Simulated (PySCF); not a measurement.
States of one metal complex from SC-NEVPT2 in the d shell, PySCF, above the ground state:

```
2S+1  degeneracy  energy / cm⁻¹  f (electric dipole)
   3           1              0                    –
   1           2           9868                    –
   1           1          18830                    –
   3           3          23177                    0
   3           3          30761                    0
   1           3          33360                    –
   1           3          36734                    –
   3           3          48805                    0
   1           3          59547                    –
   1           2          59597                    –
   1           1          74940                    –
```

Q: Which of these complexes, all computed at model or optimised geometries, gave the data?
A. [VCl4]- (d2, tetrahedral)
B. Ni(OH)2 (d8, linear)
C. [V(SH)6]3- (d2, octahedral)
D. [AgF6]3- (d8, octahedral)

A: D. [AgF6]3- (d8, octahedral) has 3A2g, then 1Eg at 9868, 1A1g at 18830 cm⁻¹ (NEVPT2). The others: [V(SH)6]3- (d2, octahedral) has 3Ag (from 3T1g), then 3Eg (from 3T1g) at 61, 1Eg (from 1T2g) at 10662 cm⁻¹ (NEVPT2); [VCl4]- (d2, tetrahedral) has 3A2, then 3T2 at 6786, 3T1 at 11300 cm⁻¹ (NEVPT2); Ni(OH)2 (d8, linear) has 3Bg, then 3Bg at 1309, 3Ag at 2538 cm⁻¹ (NEVPT2).

The d shell alone is too small an active space for [AgF6]3- (an active orbital has only 0.69 squared overlap with the free ion's shell): its levels, fitted parameters, g values and moments show what this model gives and aren't sound predictions.

On [AgF6]3-: NEVPT2 lifts 3T2g from 17079 to 23177 cm⁻¹; on the d shell alone it tends to overshoot states that fill the eg-type orbitals. NEVPT2 on the d shell alone tends to put d–d bands too high for such charged or covalently bound ions.
